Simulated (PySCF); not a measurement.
BrH6SbSi2, SMILES [Br][Sb]([SiH3])[SiH3]. Coordinates come from a PBE-D3(BJ)/def2-SVP optimisation. The def2 effective core potentials stand for the cores of Sb; spin–orbit coupling is left out.

Q: Give the equilibrium geometry at PBE-D3(BJ)/def2-SVP (PySCF confirms it by a frequency run) as Cartesian coordinates in Å, and its point group. (The exact figures need the calculation; the answer reports its results.)

A: point group Cs.
```xyz
10

Sb    -0.4317     0.8070     0.0000
Br     1.8964    -0.3121     0.0000
Si    -1.2751    -0.8362    -1.8422
H     -0.9774    -2.2593    -1.4622
H     -2.7621    -0.6579    -2.0172
H     -0.5864    -0.4941    -3.1341
Si    -1.2751    -0.8362     1.8422
H     -0.9774    -2.2593     1.4622
H     -0.5864    -0.4941     3.1341
H     -2.7621    -0.6579     2.0172
```
Charge 0, spin multiplicity 1.
